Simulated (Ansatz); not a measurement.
# Redistribution: BH(CH3)(OH) + C2H7BO3 → BH(OH)2 + C3H9BO2

Species: BH(CH3)(OH), singlet; C2H7BO3 `COB(O)OC`, singlet; BH(OH)2, singlet; C3H9BO2 `COB(C)OC`, singlet. The partners trade CH3 for OH; both sit on B, so the bond types are kept.

Shapes, held fixed at every level: PBE0-D4/def2-TZVP. Flexible molecules stand in one conformer, not always the lowest. Programs: Ansatz 0.2.0. Electronic energies: no zero-point or thermal term.

```
               level                    kind  ΔE (kJ/mol)  less CCSD(T)/CBS estimate
       HF/def2-TZVPP            Hartree–Fock         +2.6                      +10.6
   PBE-D4/def2-TZVPP                     GGA        -10.5                       -2.5
r2SCAN-D4/def2-TZVPP                meta-GGA         -8.0                        0.0
  wB97M-V/def2-TZVPP  range-separated hybrid         -7.4                       +0.6
  wB97X-V/def2-TZVPP  range-separated hybrid         -6.7                       +1.3
      MP2/def2-TZVPP     perturbation theory         -8.8                       -0.8
CCSD(T)/CBS estimate   coupled cluster or CI         -8.0                        0.0
```

The highest level, CCSD(T)/CBS estimate, gives ΔE = -8.0 kJ/mol; the levels span -10.5 to +2.6. They disagree on the sign: 1 of 7 are positive. The column of differences is taken from that level and isn't an error. No measured value is set beside it here. The CBS estimate extrapolates MP2 from def2-TZVPP and def2-QZVPP and adds CCSD(T) − MP2 in the triple-zeta set, cores frozen.
